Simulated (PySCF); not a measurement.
C3H10Si3, SMILES [SiH2](C#C[SiH3])[SiH2]C.

Geometry optimised at PBE0-D3(BJ)/def2-SVP. The structure was generated by enumeration, and PubChem lists no compound with its InChIKey, so it may never have been made. Other conformers were not sampled.

The numbers are results of PBE/def2-TZVP (PySCF), not measurements.

```yaml
total_energy: -988.21052 hartree
highest_occupied_level: -6.53 eV
lowest_empty_level: -1.63 eV
orbital_gap: 4.91 eV
dipole_moment: 1.00 D
quadrupole, principal values (traceless, Buckingham form, about the centre of nuclear charge): -3.28, -0.05, 3.33 D·Å
```
